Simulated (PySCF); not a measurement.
C2H3BF2O. Atoms are numbered in the order given.

```xyz
9

C     -1.0851    -1.6122     0.0000
C     -0.0427    -0.7797     0.0000
F      1.2243    -1.2846     0.0000
B     -0.0734     0.7896     0.0000
O      1.0613     1.5119     0.0000
F     -1.2410     1.4248     0.0000
H     -0.9549    -2.6974     0.0000
H     -2.0949    -1.1988     0.0000
H      1.8440     0.9425     0.0000
```
Charge 0, spin multiplicity 1.

Geometry optimised at B3LYP-D3(BJ)/def2-SVP. The structure was generated by enumeration, and PubChem lists no compound with its InChIKey, so it may never have been made. The values are those of a single conformer.

Computed with PBE/pcSseg-1 run with PySCF.

GIAO shieldings, no solvent; atoms alike by connectivity are averaged. δ = σ(ref) − σ: ¹³C against TMS (σ = 182.0 ppm); ¹⁹F against CFCl3 (σ = 133.6 ppm); ¹¹B against BF3 (σ = 83.9 ppm); ¹⁷O against H2O (σ = 334.3 ppm); ¹H against TMS (σ = 31.49 ppm), references at their B3LYP-D3(BJ)/def2-TZVP geometries, non-relativistic.

Problem. Estimate the chemical shifts. (Estimate from the structure and the level; the computed values follow.)

Solution. 
| nucleus | atoms | count | δ (ppm) |
|---|---|---|---|
| ¹³C | C2 | 1 | 174.3 |
| ¹³C | C1 | 1 | 116.0 |
| ¹⁹F | F3 | 1 | -126.7 |
| ¹⁹F | F6 | 1 | -134.7 |
| ¹¹B | B4 | 1 | 11.4 |
| ¹⁷O | O5 | 1 | 144.8 |
| ¹H | H7, H8 | 2 | 5.84 |
| ¹H | H9 | 1 | 5.68 |
